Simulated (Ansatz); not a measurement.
Gas-phase electronic energies from Ansatz, PBE0-D4/def2-TZVP geometries. CCSD(T)/CBS is the MP2 limit (def2-TZVPP, def2-QZVPP) plus CCSD(T) − MP2 in def2-TZVPP, frozen cores. Functionals use def2-TZVPP. Elements past krypton have def2 core potentials. For In outer-core shells are correlated without core-valence functions, which leaves a few kJ/mol of doubt a bond. Each species was taken in one conformer, which may not be the lowest.

Reaction (redistribution): `C[CH2][In]([OH])[SH]` + `O[SiH](F)[AlH2]` → `[OH][In]([OH])[SH]` + `CC[SiH](F)[AlH2]`

```
        level  ΔE (kJ/mol)
      ωB97X-V         62.9
      ωB97M-V         66.7
       r2SCAN         62.9
MP2/CBS(def2)         71.5
```

**Question.** What does CCSD(T)/CBS give? (Best estimate.)

**Answer.** Ansatz gave: +67.2 kJ/mol. The listed levels differ from it by -4.3, -0.5, -4.3, 4.3 kJ/mol.

Largest T1 diagnostic among the species: 0.016.

From PBE to PBE0 (25 % exact exchange), in def2-TZVPP and without D4, ΔE moves by +4.6 kJ/mol.
